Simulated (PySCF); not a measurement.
A structure optimised at PBE0-D3(BJ)/def2-SVP (Å):
```
atom  x, y, z in Å
Cl1   -3.0447   -1.3087    0.6565
C2    -2.2175    0.1800    0.0984
C3    -0.7790    0.0267    0.0486
C4     0.4334   -0.0820   -0.0003
Si5    2.2488   -0.2142   -0.0906
Br6    3.0647    1.7162   -0.8426
H7    -2.4965    0.9888    0.7893
H8    -2.6150    0.4227   -0.8979
H9     2.6413   -1.2860   -1.0426
H10    2.8161   -0.4639    1.2603
```

Neutral, closed shell.

(1) Read off the bonds between heavy atoms and their formal orders.

(2) Give the structure as a SMILES string.

(3) What is the point group of this geometry?

(4) Describe the place of each heavy atom.

(5) What is the arrangement about C4?

(6) What is the arrangement about C2?

## Answers

(1) Cl1–C2 1.79 Å (single); C2–C3 1.45 Å (single); C3–C4 1.22 Å (triple); C4–Si5 1.82 Å (single); Si5–Br6 2.23 Å (single). Bonds to hydrogen (Å): C2–H7 1.10; C2–H8 1.10; Si5–H9 1.49; Si5–H10 1.49.

(2) `ClCC#C[SiH2]Br`, C3H4BrClSi. Among its features: alkyne, C–Cl bond, Si–H bond and C–Si bond.

(3) Cs (every atom within 0.08 Å of its image).

(4) Cl1: alkyl chlorine; C2: sp3 C–Cl carbon; C3: alkyne carbon; C4: alkyne carbon; Si5: SiH2 silicon; Br6: bromine bonded to Si.

(5) It has 2 neighbours (C3, Si5) and is linear (angle 178.9°).

(6) It has 4 neighbours (Cl1, C3, H7, H8) and is tetrahedral (angles from 107.3° to 112.4°).

All values are computed, not measured.
